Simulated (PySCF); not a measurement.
Isomers of C3H10GeSi side by side.

PySCF, CAM-B3LYP/def2-SVPD, density fitting, gas phase; each molecule at its own PBE0-D3(BJ)/def2-SVP geometry, one conformer. Singlet excitations by full TDDFT with frozen cores, triplets by Tamm–Dancoff TDDFT and ionisation energies by ΔSCF, from the lowest of the holes tried. 

Torsions of the conformers computed, which needn't be the lowest (atom-mapped SMILES):
- `[CH2:1]=[CH:2][CH2:3][GeH2:4][SiH3:5]`: C1–C2–C3–Ge4 104°, C2–C3–Ge4–Si5 51°
- `[CH2:1]=[CH:2][GeH2:3][CH2:4][SiH3:5]`: C1–C2–Ge3–C4 3°, C2–Ge3–C4–Si5 179°
- `[CH2:1]=[CH:2][Si@H:3]([CH3:4])[GeH3:5]`: C1–C2–Si3–C4 124°
- `[CH2:1]=[C:2]([CH3:3])[GeH2:4][SiH3:5]`: C1–C2–Ge4–Si5 -115°
- `[SiH3:1][GeH2:2][CH:3]1[CH2:4][CH2:5]1`: Si1–Ge2–C3–C4 -78°
- `[CH2:1]=[CH:2][SiH2:3][CH2:4][GeH3:5]`: C1–C2–Si3–C4 -3°, C2–Si3–C4–Ge5 -177°

Reference: `C=C[CH2][GeH2][SiH3]`, with HOMO energy -8.39 eV, LUMO energy 0.88 eV, lowest singlet excitation 6.60 eV, lowest triplet excitation 4.18 eV, mean polarisability 101.8 au, dipole moment 0.46 D and vertical ionisation energy 9.10 eV.

Changes against it:

| molecule | Δ electronic energy (kcal/mol) | Δ HOMO energy (eV) | Δ LUMO energy (eV) | Δ lowest singlet excitation (eV) | Δ lowest triplet excitation (eV) | Δ mean polarisability (au) | Δ dipole moment (D) | Δ vertical ionisation energy (eV) |
| --- | --- | --- | --- | --- | --- | --- | --- | --- |
| C=[C](C)[GeH2][SiH3] | +0.4 | -0.23 | -0.05 | -0.14 | +0.03 | -0.7 | +0.14 | +0.18 |
| [SiH3][GeH2][CH]1CC1 | +4.5 | -0.56 | +0.19 | +0.47 | +2.20 | -4.7 | +0.33 | +0.54 |
| C=C[SiH2][CH2][GeH3] | -2.3 | -0.85 | -0.18 | +0.09 | +0.04 | -5.8 | +0.71 | +0.96 |

Rows whose labels were lost:

```csv
row,Δ electronic energy (kcal/mol),Δ HOMO energy (eV),Δ LUMO energy (eV),Δ lowest singlet excitation (eV),Δ lowest triplet excitation (eV),Δ mean polarisability (au),Δ dipole moment (D),Δ vertical ionisation energy (eV)
P,+0.8,-0.85,-0.10,+0.06,+0.10,-5.8,+0.74,+0.94
Q,-8.4,-0.69,-0.29,-0.16,+0.03,-3.0,+0.63,+0.70
```

Which row belongs to which of `C=[CH][GeH2][CH2][SiH3]` and `C=C[Si@H](C)[GeH3]`?

P = `C=[CH][GeH2][CH2][SiH3]` and Q = `C=C[Si@H](C)[GeH3]`. P and Q are told apart most clearly by the electronic energy (+0.8 against -8.4 kcal/mol); P comes close to the labelled row of `C=C[SiH2][CH2][GeH3]` in every column.
